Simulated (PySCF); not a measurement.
# Calculated properties of `CN[Si@H]([SiH3])O[SiH3]`

Compound: CH11NOSi3.
SMILES with atom numbers: `[CH3:1][NH:2][Si@H:3]([SiH3:4])[O:5][SiH3:6]` (hydrogens: H7, H8, H9 on C1; H10 on N2; H11 on Si3; H12, H13, H14 on Si4; H15, H16, H17 on Si6)

Among its groups: Si–H bond and siloxane link.

**PBE0-D3(BJ)/def2-SVP geometry optimisation, gas phase (PySCF)**

```
Point group                  : C1
Rotational constants A, B, C : 2.150, 1.143, 0.863 GHz
```

CAM-B3LYP/def2-SVPD ground state, ΔSCF and vertical TDDFT (core frozen in the response) (PySCF):

```
Dipole moment                                                     : 1.82 D
HOMO energy                                                       : -8.42 eV
LUMO energy                                                       : 0.80 eV
HOMO–LUMO gap                                                     : 9.22 eV
Lowest singlet excitation                                         : 6.00 eV (207 nm, f = 0.010)
Strongest line among the 10 lowest singlet transitions            : S8 at 7.62 eV (163 nm, f = 0.113)
Lowest triplet excitation (Tamm–Dancoff)                          : 5.65 eV
Static isotropic polarisability                                   : 106.6 au
Vertical ionisation energy                                        : 9.05 eV
Electronic spatial extent ⟨r²⟩ about the centre of nuclear charge : 1456 bohr²
```

KT2/pcSseg-1 ground state and GIAO shieldings, non-relativistic (PySCF):

```
13C chemical shifts (computed TMS as zero) by class         : 33.7 (C1) ppm
1H chemical shifts (computed TMS as zero) by class          : 5.27 (H11), 5.12 (H15/H16/H17), 3.38 (H12/H13/H14), 2.90 (H7/H8/H9), 1.53 (H10) ppm
Isotropic shieldings of nuclei other than C and H, by class : 207 (N2), 263 (O5), 377 (Si3), 400 (Si6), 481 (Si4) ppm
```

**delta-SCF UKS SCAN, pcX-2 on the ionised atom, pcseg-1 elsewhere, spin-free X2C; 2p3/2 from a spin–orbit splitting computed afterwards within the 2p shell (PySCF)**

```
Core binding energies : Si2p3/2 106.3 (Si4), Si2p3/2 106.9 (Si3), Si2p3/2 107.3 (Si6), C1s 291.7 (C1), N1s 404.5 (N2), O1s 537.4 (O5), Si1s 1846.0 (Si4), Si1s 1846.9 (Si3), Si1s 1847.2 (Si6) eV
```

Monoisotopic mass (most abundant isotopes): 137.0148 u.

The principal polarisabilities are 96.9, 105.7 and 117.1 au; their mean is the isotropic value. The polarisability is 15.79 Å³ as a volume (1 au = 0.148185 Å³), or 1.44 au for each of the 74 electrons. The largest Löwdin shares of the HOMO are 0.51 on N2, 0.11 on C1, 0.09 on Si3 and 0.07 on Si4. With B = h/(8π²I), that is 505.379 GHz u Å² over I, the principal moments of inertia are 235.0, 442.1 and 585.9 u Å² (most abundant isotopes); the inertial defect Ic − Ia − Ib is -91.2 u Å² (zero for a rigid planar frame, negative otherwise). S1 lies 3.22 eV below the HOMO–LUMO gap; its leading configuration is HOMO→LUMO, weight 0.78.

 NMR classes are plain means over equivalent atoms (diastereotopic ones count apart unless rotation or inversion swaps them), as if these changed places fast; in this geometry the members of some classes differ.

Conformer computed: `[CH3:1][NH:2][Si@H:3]([SiH3:4])[O:5][SiH3:6]`: C1–N2–Si3–Si4 45°, N2–Si3–O5–Si6 -31°.

One conformer stands for the species.
